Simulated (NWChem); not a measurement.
## Total energies of vinylene carbonate (C3H2O3)

SMILES: o1c(=O)occ1
```xyz
8

O      0.0000     0.0000    -1.9753
C      0.0000     0.0000    -0.7885
O     -1.1038     0.0000     0.0229
C     -0.6685     0.0000     1.3282
C      0.6685     0.0000     1.3282
O      1.1038     0.0000     0.0229
H     -1.4173     0.0000     2.1143
H      1.4173     0.0000     2.1143
```
Charge 0, spin multiplicity 1.

Everything below was run with NWChem. All single points use one geometry, from B3LYP/def2-SVP, a minimum by its harmonic frequencies.

Basis set: 3-21G (58 functions).

```
method   total energy (Ha)
-------  -----------------
RHF             -337.42854
MP2             -338.04743
B2PLYP          -338.86783
PBE             -338.91112
B3LYP           -339.26939
BLYP            -339.20298
CCSD(T)         -338.08415
```

Total energies of different functionals aren't comparable as a measure of quality: only differences taken within one method are. 

The correlated methods keep 6 core orbitals frozen. B3LYP has NWChem's definition, with VWN1-RPA local correlation. Coupled-cluster values serve here as a point of comparison, not as the truth.
